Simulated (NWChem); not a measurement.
System: SiH2OBrCl; SMILES O[SiH](Cl)Br

NWChem input:

```
start job
memory heap 200 mb stack 900 mb global 1100 mb
geometry units angstroms noautoz
  Si    -0.515080     0.575930     0.430032
  O     -1.938385     0.863946    -0.335620
  Cl     0.913005     1.948515    -0.128676
  Br     0.262147    -1.440561    -0.064821
  H     -0.768146     0.671967     1.878573
  H     -1.959821     0.838593    -1.297986
end
basis spherical
  * library def2-svp
end
dft
  xc mn15-l
  iterations 150
  mulliken
end
task dft energy
```

Structure relaxed at the PBE0/def2-SVP level.

Question: What results follow from this input? (MN15-L/def2-SVP.) Quantities: energy (Ha); highest occupied level (eV); orbital gap (eV); dipole (D).

Answer: 
* **energy (Ha)**: -3399.64
* **highest occupied level (eV)**: -7.83
* **orbital gap (eV)**: 8.01
* **dipole (D)**: 1.21
